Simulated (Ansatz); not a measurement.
The cluster Nb₂S₆ was relaxed with PBE-D4 (def2-SVP) in Ansatz in these states: neutral quintet, neutral singlet, neutral triplet. The geometries follow in no particular order.

In the def2 sets Nb takes a core potential; there is no spin–orbit coupling.

A:

Cartesian coordinates in Å:
```
Nb -0.7287 2.0472 -1.1052
Nb 0.0817 -0.0799 0.1241
S 0.2779 -2.5658 0.4182
S 2.0826 -1.4751 0.1952
S 1.5111 1.8178 -0.7968
S -1.2474 -0.0810 -1.8961
S -1.3296 1.8156 1.0745
S -0.6478 -1.4789 1.9861
```

B:

```tsv
atom	x (Å)	y (Å)	z (Å)
Nb1	-0.646	2.548	-0.706
Nb2	0.081	-0.166	0.037
S3	1.599	-2.130	0.334
S4	0.670	-1.340	2.079
S5	-1.260	1.436	1.355
S6	1.515	1.472	-0.863
S7	-1.893	0.550	-1.264
S8	-0.066	-2.370	-0.972
```

C:

```xyz
8

Nb    1.0609   -2.2098    0.8061
Nb   -0.0701    0.1570   -0.0538
S    -0.3861    2.6082   -0.3856
S    -0.1384    1.4215   -2.1313
S     0.6795   -1.8376   -1.4267
S     1.9077   -0.0046    1.2465
S    -1.1162   -1.6970    1.3224
S    -1.9375    1.5622    0.6225
```

Problem. Judge from the bond lengths which geometry belongs to which state (an estimate).

Solution. A is the neutral singlet (Nb1–Nb2 2.587 Å, Nb1–S5 2.272 Å, Nb1–S7 2.273 Å); B is the neutral quintet (Nb1–Nb2 2.906 Å, Nb1–S5 2.420 Å, Nb1–S7 2.420 Å); C is the neutral triplet (Nb1–Nb2 2.761 Å, Nb1–S5 2.296 Å, Nb1–S7 2.295 Å).

The restricted singlet is unstable towards broken spin symmetry in Hartree–Fock (as tested in another run); at PBE-D4/def2-SVP this wasn't settled. At PBE-D4/def2-SVP the gap within one spin of the charge 0 triplet nearly closes, so an electron or hole may be smeared out by delocalisation error. At PBE0-D4/def2-TZVP a singlet lies 2.15 eV below the neutral quintet. At PBE0-D4/def2-TZVP a singlet lies 1.09 eV below the neutral triplet. These are the stationary points nearest to one start from a short search; other shapes may lie lower in each state.
